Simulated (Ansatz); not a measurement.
Born–Oppenheimer molecular dynamics of ClGaH2O2 (6 atoms, charge 0, multiplicity 1). It starts from a relaxed structure.

Computed with RHF/def2-SVP (Ansatz 0.2.0).

* ensemble: NVE (velocity Verlet)
* time step: 0.25 fs
* steps asked: 100
* starting velocities drawn for: 3000 K
* seed: 732183

Frames 0.5 fs apart, positions in Å, forces in eV/Å.

Velocities at 15.0 fs (Å/ps):

```
Ga -4.43 -1.45 -2.72
Cl 7.34 0.16 0.96
O 5.32 4.62 7.36
H -20.88 8.50 110.91
O 0.06 0.75 -4.96
H -16.49 1.04 5.62
```

```xyz
6
Properties=species:S:1:pos:R:3:forces:R:3 time_fs=15.0 energy_less_start_eV=0.557 T=1930
Ga 0.001 -0.262 0.053 0.14 0.35 0.86
Cl -0.066 0.147 2.228 -0.45 -0.23 -0.84
O 1.702 -0.226 -0.404 -4.61 4.89 -1.44
H 2.244 -0.887 -0.283 4.25 -5.06 0.95
O -1.388 -0.449 -1.027 1.75 0.00 -0.02
H -2.266 -0.445 -0.735 -1.08 0.05 0.49
6
Properties=species:S:1:pos:R:3:forces:R:3 time_fs=15.5 energy_less_start_eV=0.508 T=2023
Ga -0.002 -0.263 0.052 0.21 0.39 0.88
Cl -0.062 0.147 2.228 -0.46 -0.24 -0.85
O 1.705 -0.224 -0.400 -4.10 4.24 -1.69
H 2.238 -0.889 -0.227 3.72 -4.44 1.20
O -1.388 -0.449 -1.030 1.03 0.00 0.19
H -2.276 -0.445 -0.732 -0.39 0.05 0.26
6
Properties=species:S:1:pos:R:3:forces:R:3 time_fs=16.0 energy_less_start_eV=0.394 T=2240
Ga -0.004 -0.264 0.051 0.26 0.43 0.91
Cl -0.059 0.147 2.228 -0.47 -0.26 -0.85
O 1.706 -0.220 -0.397 -2.62 2.38 -1.43
H 2.242 -0.901 -0.167 2.23 -2.60 0.94
O -1.387 -0.449 -1.032 0.28 0.00 0.41
H -2.286 -0.444 -0.728 0.32 0.04 0.02
6
Properties=species:S:1:pos:R:3:forces:R:3 time_fs=16.5 energy_less_start_eV=0.330 T=2362
Ga -0.006 -0.265 0.049 0.32 0.47 0.93
Cl -0.055 0.147 2.229 -0.49 -0.27 -0.85
O 1.708 -0.217 -0.394 -0.94 0.21 -0.76
H 2.250 -0.919 -0.105 0.55 -0.44 0.26
O -1.387 -0.448 -1.034 -0.38 -0.01 0.60
H -2.295 -0.443 -0.724 0.94 0.04 -0.20
6
Properties=species:S:1:pos:R:3:forces:R:3 time_fs=17.0 energy_less_start_eV=0.370 T=2286
Ga -0.008 -0.265 0.048 0.38 0.50 0.95
Cl -0.052 0.147 2.229 -0.50 -0.28 -0.84
O 1.709 -0.213 -0.391 0.43 -1.61 0.06
H 2.260 -0.939 -0.043 -0.82 1.36 -0.55
O -1.387 -0.448 -1.037 -0.88 -0.01 0.75
H -2.303 -0.442 -0.720 1.39 0.03 -0.36
6
Properties=species:S:1:pos:R:3:forces:R:3 time_fs=17.5 energy_less_start_eV=0.489 T=2058
Ga -0.010 -0.266 0.047 0.45 0.52 0.97
Cl -0.048 0.147 2.229 -0.51 -0.29 -0.84
O 1.710 -0.210 -0.388 1.34 -2.86 0.82
H 2.268 -0.955 0.018 -1.74 2.61 -1.31
O -1.387 -0.448 -1.039 -1.18 -0.01 0.83
H -2.307 -0.441 -0.717 1.65 0.03 -0.46
6
Properties=species:S:1:pos:R:3:forces:R:3 time_fs=18.0 energy_less_start_eV=0.632 T=1782
Ga -0.013 -0.267 0.046 0.52 0.55 0.98
Cl -0.045 0.147 2.229 -0.52 -0.30 -0.85
O 1.712 -0.207 -0.384 1.85 -3.63 1.44
H 2.272 -0.965 0.076 -2.27 3.37 -1.92
O -1.387 -0.447 -1.041 -1.27 -0.02 0.85
H -2.307 -0.440 -0.716 1.70 0.03 -0.50
6
Properties=species:S:1:pos:R:3:forces:R:3 time_fs=18.5 energy_less_start_eV=0.751 T=1553
Ga -0.015 -0.267 0.044 0.61 0.57 0.98
Cl -0.041 0.147 2.229 -0.54 -0.31 -0.85
O 1.713 -0.204 -0.381 2.06 -4.04 1.91
H 2.271 -0.967 0.129 -2.52 3.77 -2.39
O -1.387 -0.447 -1.043 -1.15 -0.02 0.81
H -2.303 -0.439 -0.715 1.54 0.02 -0.46
6
Properties=species:S:1:pos:R:3:forces:R:3 time_fs=19.0 energy_less_start_eV=0.818 T=1423
Ga -0.017 -0.268 0.043 0.69 0.60 0.98
Cl -0.038 0.147 2.230 -0.55 -0.31 -0.86
O 1.715 -0.202 -0.377 2.06 -4.20 2.25
H 2.264 -0.960 0.177 -2.57 3.91 -2.71
O -1.387 -0.446 -1.045 -0.82 -0.02 0.69
H -2.295 -0.438 -0.716 1.18 0.02 -0.36
6
Properties=species:S:1:pos:R:3:forces:R:3 time_fs=19.5 energy_less_start_eV=0.824 T=1412
Ga -0.019 -0.268 0.042 0.79 0.63 0.97
Cl -0.035 0.147 2.230 -0.56 -0.32 -0.86
O 1.718 -0.201 -0.373 1.91 -4.16 2.47
H 2.250 -0.944 0.218 -2.46 3.85 -2.91
O -1.388 -0.446 -1.046 -0.31 -0.03 0.52
H -2.285 -0.437 -0.718 0.63 0.02 -0.19
6
Properties=species:S:1:pos:R:3:forces:R:3 time_fs=20.0 energy_less_start_eV=0.773 T=1510
Ga -0.021 -0.269 0.041 0.88 0.67 0.95
Cl -0.031 0.146 2.229 -0.56 -0.33 -0.87
O 1.720 -0.200 -0.369 1.60 -3.94 2.55
H 2.231 -0.918 0.252 -2.21 3.61 -2.96
O -1.388 -0.446 -1.048 0.33 -0.03 0.29
H -2.273 -0.435 -0.720 -0.04 0.03 0.04
6
Properties=species:S:1:pos:R:3:forces:R:3 time_fs=20.5 energy_less_start_eV=0.681 T=1686
Ga -0.023 -0.269 0.040 0.97 0.70 0.92
Cl -0.028 0.146 2.229 -0.57 -0.33 -0.87
O 1.723 -0.200 -0.364 1.14 -3.53 2.43
H 2.206 -0.884 0.279 -1.80 3.17 -2.80
O -1.389 -0.445 -1.050 1.02 -0.04 0.04
H -2.261 -0.434 -0.722 -0.76 0.03 0.28
```

Of the whole run (25 fs, mean temperature of the second half 1938 K): The conserved energy stayed within 0.67 meV per atom of its start (net change 0.052 meV per atom), so the integration is sound. A run of 0.025 ps of so small a system gives no equilibrium averages.

The run took 2.8 min on 1 thread of Arm Neoverse V1 (shared host), peak memory 0.17 GiB.
